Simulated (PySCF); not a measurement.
**Ni⁻ (nickel, charge -1): LDA calculation**

Configuration: [Ar] 3d9 4s2, 2D determinant. Calculation: PySCF 2.14, in aug-cc-pVTZ (8s7p5d3f2g, 93 functions); no relativity, point nucleus.

```
Total energy                                                  : -1505.705 hartree
One-electron energy                                           : -2103.259 hartree
Hartree (Coulomb) energy                                      : 658.173 hartree
Exchange-correlation energy                                   : -60.619 hartree
Kinetic energy                                                : 1505.76766 hartree
⟨S²⟩                                                          : 0.7548
⟨L²⟩                                                          : 6.025
Sum of ⟨r⟩                                                    : 25.98 bohr
Sum of ⟨r²⟩                                                   : 60.55 bohr²
Traceless quadrupole moment −½Σ⟨3z² − r²⟩ along its main axis : -0.589 e·bohr²
Density at the nucleus (Gaussians lack the cusp)              : 14800 bohr⁻³
Spin density at the nucleus                                   : 0.375 bohr⁻³
Langevin diamagnetic susceptibility                           : -48.0 ×10⁻⁶ cm³/mol
```

| shell | electrons | mean orbital energy (eV) | spread (eV) | rms radius, mean of both spins (bohr) |
| --- | --- | --- | --- | --- |
| 1s α | 1 | -8094.3 | 0 | 0.0635 |
| 1s β | 1 | -8094.3 | 0 | 0.0635 |
| 2s α | 1 | -949.70 | 0 | 0.270 |
| 2s β | 1 | -949.10 | 0 | 0.270 |
| 2p α | 3 | -828.83 | 0.901 | 0.240 |
| 2p β | 3 | -828.37 | 0.552 | 0.240 |
| 3s α | 1 | -96.779 | 0 | 0.811 |
| 3s β | 1 | -95.658 | 0 | 0.811 |
| 3p α | 3 | -59.926 | 1.712 | 0.858 |
| 3p β | 3 | -58.837 | 0.825 | 0.858 |
| 3d α | 5 | 0.603 | 1.801 | 1.41 |
| 4s α | 1 | 0.782 | 0 | 4.26 |
| 4s β | 1 | 0.907 | 0 | 4.26 |
| 3d β | 4 | 1.556 | 0.863 | 1.41 |

At LDA the highest occupied level has a positive energy, so only the finite basis holds that electron; in a semilocal or global hybrid functional this comes from self-interaction and does not mean that the real anion is unbound.
